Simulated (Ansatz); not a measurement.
Cost and result up the ladder for MnHg₇Te₇Br₂ (17 atoms). The state is a sextet with charge 0. Geometry: r2SCAN-D4/def2-SVP.

| atom | x (Å) | y (Å) | z (Å) |
| --- | --- | --- | --- |
| Br1 | -3.950 | 3.558 | 2.510 |
| Br2 | 0.563 | -2.381 | 3.549 |
| Hg3 | 2.162 | 0.128 | -2.578 |
| Hg4 | 0.488 | -3.409 | -2.242 |
| Hg5 | 2.057 | 1.781 | 0.674 |
| Hg6 | -0.541 | -0.078 | 2.538 |
| Hg7 | -1.874 | 2.846 | 1.238 |
| Hg8 | -0.485 | -3.467 | 1.070 |
| Hg9 | 0.392 | 2.955 | -1.989 |
| Mn10 | -0.643 | -0.405 | -0.991 |
| Te11 | 2.004 | -0.971 | 0.049 |
| Te12 | 0.472 | 2.519 | 2.852 |
| Te13 | 0.801 | -5.343 | -0.429 |
| Te14 | -2.383 | -1.419 | 0.885 |
| Te15 | 3.085 | 2.830 | -1.951 |
| Te16 | -2.057 | 2.041 | -1.466 |
| Te17 | -0.093 | -1.186 | -3.719 |

Ansatz on 2 threads of AMD EPYC 7R13 on a shared host and a share (18 GiB) of an NVIDIA H100 80GB HBM3. Times are rough, and most runs start from the orbitals of an earlier one. PBE0-D4/def2-SVP serves as the yardstick here, not as an exact answer. Differences are given only for rows in sets of like size (and for xTB, whose basis is part of the method), since another set adds its own error. Binding counts from free atoms at the same level (Br doublet, Hg singlet, Mn sextet, Te triplet; other spins of the atoms weren't run), without zero-point energy or a counterpoise term.

In the def2 sets Hg, Te take a core potential; there is no spin–orbit coupling. B3LYP takes the VWN-RPA correlation. Single mean-field runs in def2-SVP, def2-mTZVP are fitted with def2-universal-jkfit. No other spin state of charge 0 was run. Another isomer (sextet) lies 0.05 eV lower at PBE0-D4/def2-SVP; other spin states weren't run for this one.

```tsv
level	functions	wall time	binding energy per atom (eV)	difference from PBE0-D4/def2-SVP (eV)
r2SCAN-D4/def2-mTZVP	609	16 s	1.57	–
r2SCAN-D4/def2-SVP	501	21 s	1.49	-0.01
B3LYP-D4/def2-SVP	501	21 s	1.38	-0.12
PBE-D4/def2-SVP (with forces)	501	22 s	1.57	0.07
PBE0-D4/def2-SVP	501	25 s	1.50	0.00
```
